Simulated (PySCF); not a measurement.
## The 14-electron isoelectronic series, spin-free X2C

All values are computed (PySCF 2.14, energy differences of UHF-based or UKS calculations, no spin-orbit coupling). Each ion has its own even-tempered basis scaled to its charge (17s12p4d4f for the first); frozen: 1s2. Ionisation energies in eV.

```
  ion      configuration     UHF     LDA     PBE    PBE0  r2SCAN  MP2 (outer shells)  CCSD (outer shells)  NIST (with spin-orbit, Breit and QED)
Dy⁵²⁺  [Ne] 3s2 3p2 (3P)  4816.4  4817.5  4818.5  4818.3  4818.9              4817.0               4817.0                           4945 ± 4 (t)
Ho⁵³⁺  [Ne] 3s2 3p2 (3P)  4996.2  4997.2  4998.3  4998.1  4998.7              4996.8               4996.7                           5135 ± 5 (t)
Er⁵⁴⁺  [Ne] 3s2 3p2 (3P)  5179.4  5180.4  5181.5  5181.3  5181.9              5180.0               5179.9                           5329 ± 5 (t)
Tm⁵⁵⁺  [Ne] 3s2 3p2 (3P)  5366.2  5367.2  5368.3  5368.1  5368.8              5366.8               5366.8                           5527 ± 5 (t)
Yb⁵⁶⁺  [Ne] 3s2 3p2 (3P)  5556.6  5557.5  5558.7  5558.5  5559.2              5557.2               5557.1                           5731 ± 5 (t)
Lu⁵⁷⁺  [Ne] 3s2 3p2 (3P)  5750.6  5751.5  5752.7  5752.6  5753.2              5751.2               5751.2                           5937 ± 6 (t)
Hf⁵⁸⁺  [Ne] 3s2 3p2 (3P)  5948.2  5949.0  5950.3  5950.1  5950.8              5948.8               5948.8                           6149 ± 6 (t)
Ta⁵⁹⁺  [Ne] 3s2 3p2 (3P)  6149.5  6150.4  6151.7  6151.5  6152.2              6150.2               6150.1                           6364 ± 7 (t)
 W⁶⁰⁺  [Ne] 3s2 3p2 (3P)  6354.4  6355.2  6356.5  6356.3  6357.0              6355.0               6355.0                           6596 ± 7 (s)
Re⁶¹⁺  [Ne] 3s2 3p2 (3P)  6563.0  6563.8  6565.2  6565.0  6565.7              6563.7               6563.7                          6810 ± 12 (t)
```

Each ion has its own basis, which adds noise of up to about 0.1 % along the series.

NIST values marked (s) are semi-empirical, (t) theoretical. Open shells are high-spin determinants of the terms that Hund's rules give.

Spin-orbit coupling of the open shells is absent from the calculated values and included in NIST's; it grows fast with Z.
